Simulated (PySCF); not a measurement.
**Dipole moment and polarisability of `FC1=C[C@@H]2C(C(F)F)=C[C@H]12`**

Compound: C7H5F3.
Structure used (GFN2-xTB), in Å, numbered top down from 1:
```
atom  x, y, z in Å
F1    -2.2233   -2.0137   -1.2808
C2    -1.6510   -0.9549   -0.7122
C3    -1.3477    0.2739   -1.1099
C4    -0.7105    0.6147    0.2240
C5     0.7332    0.1631    0.3490
C6     1.9926    0.8997    0.0616
F7     2.0662    2.0412    0.7967
F8     2.0397    1.2933   -1.2385
C9     0.4238   -1.0765    0.7278
C10   -1.0694   -0.8355    0.6721
H11   -1.4369    0.8352   -2.0169
H12   -1.0268    1.5073    0.7478
H13    2.8969    0.3054    0.2690
H14    0.9860   -1.9614    0.9558
H15   -1.6772   -1.0837    1.5327
```

Level: PBE0/def2-SVPD (PySCF), static field, nuclei fixed, core orbitals frozen in the response. The polarisability tensor in these axes (au):

```
x   78.13  9.18  5.02
y    9.18 79.84 -4.74
z    5.02 -4.74 67.16
```

Task: What are the eigenvalues, a third of the trace, and Δα (Δα² = ½Σ(αi − αj)² over the three pairs)?

Result: Principal values 61.44, 75.48 and 88.20 au; mean 75.04 au = 11.12 Å³ = 12.37 × 10⁻⁴⁰ C²·m²/J; Δα = 23.18 au (31 % of the mean).

Task: What is the dipole moment, and where does it point?

Result: (-0.03, -1.09, 1.43) D, 1.79 D in size, pointing from the negative to the positive side. Measured along this direction, the outermost atoms are H11 at the negative end and H14 and H15 at the positive end.

Task: In a dilute gas of rigid molecules at 400 K, how does the orientational term μ²/3kT compare with the electronic polarisability?

Result: In Gaussian units μ²/3kT = 19.43 Å³ against 11.12 Å³, a ratio of 1.75; the Debye molar polarisation (4π/3)N_A(α + μ²/3kT) is 77.1 cm³/mol, leaving out the vibrational part.

Task: What molar refraction does this α imply?

Result: Lorentz–Lorenz: R = (4π/3)N_A α = 2.5225 cm³/(mol·Å³) × 11.12 Å³ = 28.1 cm³/mol, in the limit of long wavelengths.

Task: Rayleigh depolarisation ratio (linearly polarised light, static tensor)?

Result: ρ = 3Δα²/(45ᾱ² + 4Δα²) = 1612.3/(253395 + 2149.7) = 0.00631.

Task: Traceless (Buckingham) quadrupole moment about the centre of nuclear charge: eigenvalues?

Result: -13.24, 2.25, 10.99 D·Å. The values depend on the origin, since the dipole doesn't vanish. The electronic extent ⟨r²⟩ about the same centre is 1480 bohr², a root-mean-square distance of 2.37 Å for the 74 electrons.

One conformer (not necessarily the lowest) at the GFN2-xTB geometry, without solvent, vibrations or thermal averaging.
